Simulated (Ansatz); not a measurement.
Geometry optimisation, RKS PBE0/def2-SVP in Ansatz.

Input file:

```yaml
crystal:
  periodic: [false, false, false]
  atoms:
    - { symbol: O, position_ang: [0.3447, 0.9289, -1.7908] }
    - { symbol: Ge, position_ang: [-0.4992, 0.613, -0.24] }
    - { symbol: Si, position_ang: [0.6742, -1.0139, 0.8614] }
    - { symbol: Br, position_ang: [-2.5868, -0.1371, -0.6241] }
    - { symbol: H, position_ang: [-0.2509, 1.6888, -2.217] }
    - { symbol: H, position_ang: [1.26474, 0.577, -1.69181] }
    - { symbol: H, position_ang: [2.1024, -0.533, 1.1203] }
    - { symbol: H, position_ang: [0.7888, -2.2177, 0.0482] }
    - { symbol: H, position_ang: [0.0587, -1.2934, 2.2018] }
basis:
  gaussian: { orbitals: def2-SVP }
hamiltonian:
  xc: pbe0
relax:
  f_tol: 0.02
  max_steps: 50
output:
  orbitals: {}
```

Run as:

```bash
$ ansatz run input.yaml --threads 2 --pin off --max-ram 3072MiB --backend cpu --events-out ev --progress --plain --runs-dir out
```

**Question.** Where does it end, and by what steps?

**Answer.** The forces met the threshold. After 24 steps the energy has fallen by 2.821 eV; H5 moved furthest, 1.51 Å.

```tsv
step	energy less start (eV)	largest force component (eV/Å)	accepted
0	0.0000	5.378	yes
1	-1.4598	3.183	yes
2	-2.3228	1.069	yes
3	-2.6044	0.665	yes
4	-2.6342	0.401	yes
5	-2.6455	0.156	yes
6	-2.6509	0.142	yes
7	-2.6520	0.213	yes
8	-2.6343	1.044	no
9	-2.6606	0.029	yes
10	-2.6633	0.461	yes
11	-2.6675	0.380	yes
12	-2.6953	0.125	yes
13	-2.7220	0.164	yes
14	-2.7065	1.486	no
15	-2.7403	0.254	yes
16	-2.7575	0.374	yes
17	-2.7787	0.472	yes
18	-2.7816	0.283	yes
19	-2.8072	0.096	yes
20	-2.8122	0.200	yes
21	-2.8152	0.369	yes
22	-2.8204	0.049	yes
23	-2.8211	0.025	yes
24	-2.8212	0.009	yes
```

```xyz
9
Properties=species:S:1:pos:R:3
O 0.636 0.890 -1.722
Ge -0.285 1.183 0.288
Si 0.670 -1.009 0.920
Br -2.255 0.116 -0.669
H 0.041 0.216 -2.095
H 0.489 1.681 -2.259
H 2.079 -0.892 1.423
H 0.676 -1.964 -0.237
H -0.154 -1.607 2.020
```

Whether the end is a true minimum wasn't checked by a vibrational analysis.

Time of the run: 76 s on 2 threads of Intel(R) Xeon(R) Platinum 8488C (Sapphire Rapids), with other jobs on the host, peak memory 0.35 GiB.
